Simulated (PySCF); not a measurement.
**Simulated characterisation data**

Theory: GFN2-xTB structure, σ from GIAO-PBE0/pcSseg-1, in PySCF 2.14.0 with density-fitted response routines (gas phase, one computed conformer, relativity neglected, equivalent nuclei averaged).

Chemical shifts δ = σref − σ; 1H, 13C against TMS, all at this level. Where no couplings were computed, multiplicities follow the n + 1 count of equivalent neighbours, and m marks all less simple cases (inequivalent or close neighbours, rings, F or P nearby). Shifts are as computed. Against solution values, carbons near 30 ppm lie about +3 ppm off and those near 130 ppm about +5 ppm. Of 1211 compounds with measured shifts, 218 miss one by over three times the rms of a fit or turn the order of signals round; such compounds aren't used in these exercises.

**1.** SMILES [SiH3]C1([SiH3])[SiH2]C=C1C1CC1, C6H14Si3. 1H NMR (600 MHz, computed): δ 4.94 (m, 1H), 4.84 (m, 2H), 4.17 (s, 6H), 1.32 (m, 1H), 1.05 (m, 2H), 0.76 (m, 2H). 13C{1H} NMR (computed): δ 187.3 (C), 111.4 (CH), 16.6 (CH2), 16.6 (CH), 15.3 (C).

**2.** `InChI=1S/C8H12N2/c1-7-5-9-10(6-7)8-3-2-4-8/h5-6,8H,2-4H2,1H3`. 1H NMR (600 MHz, computed): δ 7.56 (m, 1H), 7.06 (m, 1H), 4.32 (m, 1H), 3.09 (m, 2H), 2.36 (m, 2H), 2.24 (s, 3H), 1.90 (m, 1H), 1.76 (m, 1H). 13C{1H} NMR (computed): δ 144.4 (CH), 131.7 (CH), 120.5 (C), 56.3 (CH), 32.0 (CH2), 14.4 (CH2), 11.2 (CH3).
